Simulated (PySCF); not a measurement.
Isomers of C7H15F. Level of theory: PySCF, PBE0-D3(BJ)/def2-SVP geometry optimisation, gas phase. Energies are electronic, without zero-point or thermal terms, for one conformer each. No frequencies were run at this level. Point groups hold within 0.08 Å.

Problem. Order them by energy at this level, lowest first, and give relative energies in kJ/mol.
A. `[CH3:1][CH2:2][C:3]([F:4])([CH2:5][CH3:6])[CH2:7][CH3:8]` with C1–C2–C3–F4 -60°, C2–C3–C5–C6 176°, C2–C3–C7–C8 64°
B. `[CH3:1][C@@H:2]([CH2:3][F:4])[C:5]([CH3:6])([CH3:7])[CH3:8]` with C1–C2–C3–F4 -61°
C. `[CH3:1][CH:2]([CH3:3])[CH:4]([F:5])[CH:6]([CH3:7])[CH3:8]` with C1–C2–C4–F5 -56°, C2–C4–C6–C7 57°

Solution. A (0.0), C (6.8), B (32.2).

As drawn, the highest has a quaternary carbon, which the lowest lacks. Neighbours under 10 kJ/mol apart (CCC(F)(CC)CC and CC(C)C(F)C(C)C) can change places with a better method, another conformer or zero-point energy.

```tsv
SMILES	E (Eh)	E rel (kJ/mol)	dipole (D)	point group	A, B, C (MHz)
CCC(F)(CC)CC	-374.94435	0.0	1.66	Cs	2403, 1598, 1243
CC(C)C(F)C(C)C	-374.94176	6.8	1.60	C1	2862, 1378, 1159
C[C@@H](CF)C(C)(C)C	-374.93208	32.2	1.78	C1	2840, 1336, 1173
```

Problem. How do the relative energies change in single points at PBE0/pcSseg-1 (no added dispersion term) on the same geometries?

Solution. 
```csv
SMILES,PBE0-D3(BJ)/def2-SVP (kJ/mol),PBE0/pcSseg-1 (kJ/mol),shift
CCC(F)(CC)CC,0.0,0.0,0.0
CC(C)C(F)C(C)C,6.8,5.4,-1.4
C[C@@H](CF)C(C)(C)C,32.2,30.9,-1.3
```

Each column counts from its own lowest isomer. The order is unchanged; the largest shift is 1.4 kJ/mol.
